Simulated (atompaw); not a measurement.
## Before and after: PAW (atompaw) potential for Zr

Zr (Z = 40), PAW, made with atompaw 4.2.0.5 (LDA (PW92), scalar-relativistic). Core [Kr], reference 4d2 5s1.75 5p0.25. Waves: 5s (bound): rc 3.00 bohr; 5s channel at 4 Ry: rc 3.00 bohr; 5p (bound): rc 3.00 bohr; 5p channel at 0.5 Ry: rc 3.00 bohr; 4d (bound): rc 3.00 bohr; 4d channel at 0.05 Ry: rc 3.00 bohr. Local part: troulliermartins scheme with l = 3 at -0.5 Ry, radius 2.25 bohr. Core correction: smooth core density matched at 1.85 bohr. Augmentation charge: sinc compensation charge, radius 2.65 bohr; PAW radius 3.00 bohr; waves and projectors: custom rrkj gramschmidtortho.

Change: wave 4d (bound): rc 3.00 bohr becomes 4d (bound): rc 1.80 bohr.

Cutoffs: the cutoffs (Ry, on a coarse ladder) from which the occupation-weighted sum of valence levels, in a spherical-Bessel basis at the reference potential, stays within 10 and 1 mRy of its value at 400 Ry; they do not see the model core or the augmentation charge, which bear on the density cutoff.

**Question.** What does the change do?

**Answer.** The potential gets harder (10 Ry and 12 Ry → 25 Ry and 35 Ry); the bound ghosts move from d, p, s to p, s.

```csv
quantity,base,changed
"cutoff, loose",10 Ry,25 Ry
"cutoff, tight",12 Ry,35 Ry
loose cutoff by channel (10 mRy a level),"s 6 Ry, p 6 Ry, d 8 Ry","s 6 Ry, p 6 Ry, d 25 Ry"
bound ghosts,"s, p, d","s, p"
s: phases at 3.02 bohr within 0.05 rad from the reference energy up to (Ry; the scan ends near 5),4.7,4.7
p: phases at 3.02 bohr within 0.05 rad from the reference energy up to (Ry; the scan ends near 5),4.2,4.2
d: phases at 3.02 bohr within 0.05 rad from the reference energy up to (Ry; the scan ends near 5),1.4,1.3
lowest overlap eigenvalue by channel,"s 0.37, p 0.66, d 1.00","s 0.37, p 0.66, d 0.07"
```

 A true bound ghost makes a file unfit for plane-wave use even where its test errors are small: the radial tests pick states by their node count and pass the ghost by. The cutoffs see the waves, projectors and local potential, not the compensation charge or the core.
